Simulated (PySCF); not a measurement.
# Partial charges of `O=C1C=C(F)[SiH2]1`

C₃H₃FOSi.
Cartesian coordinates in Å at the GFN2-xTB level; atoms count from 1:
```
atom  x, y, z in Å
O1    -0.5822    2.2984    0.3831
C2    -0.3246    1.1387    0.1913
C3    -1.2170   -0.0344    0.1172
C4    -0.3300   -1.0200   -0.1129
F5    -0.6185   -2.3126   -0.2644
Si6    1.2624    0.0435   -0.1272
H7    -2.2884   -0.0643    0.2235
H8     2.1792   -0.1897    0.9811
H9     1.9325    0.1462   -1.4170
```

Density: PBE0/pcSseg-1 (PySCF); schemes: Mulliken, IAO, Hirshfeld and ESP-fitted. Geometry: GFN2-xTB; no solvent, vibrations or thermal averaging.

Problem. Atoms with like bonding are taken together and averaged. At which atom do the 4 schemes differ most?

Solution. At Si6: from +0.339 (ESP-fitted) to +0.648 e (IAO), 0.309 e apart.

Problem. Do the Mulliken, IAO, Hirshfeld and ESP-fitted schemes agree on where the charge is highest?

Solution. All schemes agree: Mulliken Si6 (+0.618); IAO Si6 (+0.648); Hirshfeld Si6 (+0.343); ESP-fitted Si6 (+0.339).

Problem. Do the Mulliken, IAO, Hirshfeld and ESP-fitted schemes agree on where the charge is lowest?

Solution. All schemes agree: Mulliken O1 (-0.340); IAO O1 (-0.386); Hirshfeld O1 (-0.243); ESP-fitted O1 (-0.415).

Problem. Give the atomic charges in each scheme.

Solution. In e; atoms taken as equivalent share a row and are averaged (×n: the atom named and its like, n in all):

| atom | environment | Mulliken | IAO | Hirshfeld | ESP-fitted |
| --- | --- | --- | --- | --- | --- |
| O1 | carbonyl oxygen | -0.340 | -0.386 | -0.243 | -0.415 |
| C2 | carbonyl carbon | +0.051 | +0.153 | +0.064 | +0.296 |
| C3 | alkene CH carbon | -0.158 | -0.235 | -0.069 | -0.232 |
| C4 | vinylic C–F carbon | +0.053 | +0.077 | +0.026 | +0.044 |
| F5 | vinyl fluorine | -0.239 | -0.232 | -0.070 | -0.113 |
| Si6 | SiH2 silicon | +0.618 | +0.648 | +0.343 | +0.339 |
| H7 | vinylic hydrogen | +0.127 | +0.175 | +0.068 | +0.193 |
| H8/H9 | Si–H hydrogen | -0.056 | -0.100 | -0.059 | -0.056 |

Mean size of the charges over all atoms: IAO 0.234 e, ESP-fitted 0.194 e, Mulliken 0.189 e, Hirshfeld 0.111 e. Each set sums to the total charge, 0, to within 0.001 e. The IAO scheme projects the occupied orbitals on a minimal set of polarised atomic orbitals and counts the electrons in each atom's part of it.

Problem. How many electrons does the Mulliken scheme count on Si6?

Solution. Z − q = 14 − (+0.618) = 13.382.

Problem. How closely do the schemes follow one another over all atoms?

Solution. Correlation coefficient and root-mean-square difference: Mulliken with IAO 0.99, 0.054 e; IAO with Hirshfeld 0.98, 0.146 e; Mulliken with Hirshfeld 0.98, 0.118 e; IAO with ESP-fitted 0.91, 0.123 e; Hirshfeld with ESP-fitted 0.89, 0.119 e; Mulliken with ESP-fitted 0.85, 0.137 e.

These values come from a run that also computed NMR shieldings. Hardware: Intel Xeon at 2.50 GHz, one thread, no GPU (shared host). Cost: 28 s of wall time, 0.58 GiB resident at most.
